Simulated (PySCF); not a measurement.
**Peak assignment**

Numbering as in the mapped SMILES `[F:1][C:2]([F:3])([F:4])[CH2:5][O:6][CH:7]([SiH3:8])[SiH3:9]`. Hydrogens are named by the atom that carries them.

PySCF 2.14 calculation with shieldings: GIAO PBE0/pcSseg-1 and GFN2-xTB structure; a single conformation, equivalent nuclei averaged, in vacuum, non-relativistic.

Referencing at the same level of theory: 13C (186.93 ppm), 1H (31.72 ppm) vs TMS.

Problem. Assign these signals to the numbered atoms. 13C{1H} NMR (computed): δ 134.3 (C), 73.4 (CH2), 62.8 (CH).

Solution. 
134.3 → C2, CF3 carbon: 3 electronegative neighbours deshield it
73.4 → C5, sp3 CH2 bonded to O: deshielded by the electronegative neighbour
62.8 → C7, sp3 CH bonded to O and 2 Si: pulled downfield by the heteroatom

Problem. Assign these signals to the numbered atoms. 1H NMR (300 MHz, computed): δ 4.02 (d, 6H), 3.88 (m, 2H), 3.66 (sept, 1H).

Solution. 
4.02 → H(Si8)/H(Si9), hydrogen on a silicon bonded to C
3.88 → H(C5), hydrogen on an sp3 CH2 bonded to O: its carbon carries O, which withdraws density
3.66 → H(C7), hydrogen on an sp3 CH bonded to O and 2 Si: its carbon carries O, hence the downfield position

Splittings by 19F in the carbon and heteronuclear signals aren't shown, as no couplings were computed. Shifts are as computed. Against solution values, carbons near 30 ppm lie about +3 ppm off and those near 130 ppm about +5 ppm. Of 1309 compounds with measured shifts, 239 miss one by over three times the rms of a fit or turn the order of signals round; such compounds aren't used in these exercises. Multiplicities follow the n + 1 count of equivalent neighbours, as no J values were calculated; m marks all less simple cases, F and P coupling included.
